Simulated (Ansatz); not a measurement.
The cluster Si2B8. The state is a quintet with charge 0. Geometry PBE-D4/def2-SVP; atoms count from 1.

```xyz
10

B     0.225    2.349    0.968
B    -0.113   -0.734   -0.349
B     0.943   -0.615    0.976
B    -0.981    0.644   -1.010
B    -0.467   -2.181   -1.217
B    -0.715    2.089   -0.262
B    -1.164   -0.838   -1.675
B     0.123    0.735    0.372
Si    0.787   -2.583    0.197
Si    1.363    1.135    2.000
```

At PBE0-D4/def2-TZVP a singlet of charge 0 lies 2.19 eV below the quintet, each at its own geometry. The structure comes from a short search, and lower isomers may exist.

Q: Estimate the Mulliken populations from the PBE0/def2-TZVP orbitals of Ansatz.

A: 
```json
{"atom": "B1", "charge (e)": "-0.11", "spin (α − β)": "0.61"}
{"atom": "B2", "charge (e)": "0.11", "spin (α − β)": "-0.05"}
{"atom": "B3", "charge (e)": "-0.15", "spin (α − β)": "0.79"}
{"atom": "B4", "charge (e)": "0.01", "spin (α − β)": "0.30"}
{"atom": "B5", "charge (e)": "-0.09", "spin (α − β)": "0.49"}
{"atom": "B6", "charge (e)": "0.00", "spin (α − β)": "0.46"}
{"atom": "B7", "charge (e)": "0.02", "spin (α − β)": "0.26"}
{"atom": "B8", "charge (e)": "0.16", "spin (α − β)": "-0.08"}
{"atom": "Si9", "charge (e)": "0.00", "spin (α − β)": "0.80"}
{"atom": "Si10", "charge (e)": "0.05", "spin (α − β)": "0.42"}
```
Mulliken values and Mayer orders depend strongly on the basis.

Q: Where does the spin sit?

A: Summed by element: B 2.78, Si 1.22, of 4 unpaired in all. Largest on single atoms: Si9 0.80, B3 0.79, B1 0.61.

Q: And the Mayer bond orders between bonded heavy atoms (over 0.3)?

A: B1–B6 1.39 (1.57 Å); B1–B8 0.49 (1.72 Å); B1–Si10 1.20 (1.96 Å); B2–B3 0.56 (1.70 Å); B2–B4 0.53 (1.76 Å); B2–B5 0.50 (1.73 Å); B2–B7 0.62 (1.70 Å); B2–B8 0.77 (1.65 Å); B2–Si9 0.46 (2.13 Å); B3–B8 0.56 (1.69 Å); B3–Si9 0.80 (2.12 Å); B3–Si10 0.92 (2.07 Å); B4–B6 0.97 (1.65 Å); B4–B7 1.03 (1.63 Å); B4–B8 0.47 (1.77 Å); B5–B7 1.28 (1.58 Å); B5–Si9 1.40 (1.93 Å); B6–B8 0.56 (1.71 Å); B8–Si10 0.56 (2.09 Å).
